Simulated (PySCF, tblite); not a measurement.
Isomers of ClH9NOSi4 (doublet state), one GFN2-xTB conformer each. Single-point energies are computed at B3LYP/pcH-1 (PySCF, gas phase, no added dispersion term), electronic only. GFN2-xTB treats the open shell by occupation alone, and not every SCF solution was tested for stability.

Question: Rank them by B3LYP/pcH-1 energy, lowest first (kcal/mol).
A. `[SiH2:1][O:2][Si@@H:3]([Cl:4])[N:5]([SiH3:6])[SiH3:7]` (doublet state) with H–Si1–O2–Si3 140° and 16°, Si1–O2–Si3–Cl4 -53°, O2–Si3–N5–Si6 180°
B. `[SiH2:1][N:2]([SiH3:3])[Si@H:4]([Cl:5])[O:6][SiH3:7]` (doublet state) with H–Si1–N2–Si3 -107° and 126°, Si1–N2–Si4–Cl5 -1°, N2–Si4–O6–Si7 43°

Answer: B (0.0), A (0.1).

Neighbours under 5.0 kcal/mol apart ([SiH2]N([SiH3])[Si@H](Cl)O[SiH3] and [SiH2]O[Si@@H](Cl)N([SiH3])[SiH3]) can change places with a better method, another conformer or zero-point energy. GFN2-xTB itself gives, in the same order: 0.0, 2.2. Both levels put the same isomer lowest.

Q: What happens when harmonic zero-point energies from GFN2-xTB frequencies are added?

A: 
| SMILES | ZPE (kcal/mol) | electronic (kcal/mol) | with ZPE (kcal/mol) |
| --- | --- | --- | --- |
| [SiH2]N([SiH3])[Si@H](Cl)O[SiH3] | 52.7 | 0.0 | 0.0 |
| [SiH2]O[Si@@H](Cl)N([SiH3])[SiH3] | 52.9 | 0.1 | 0.3 |

The zero-point energies span 0.2 kcal/mol. The order is unchanged.
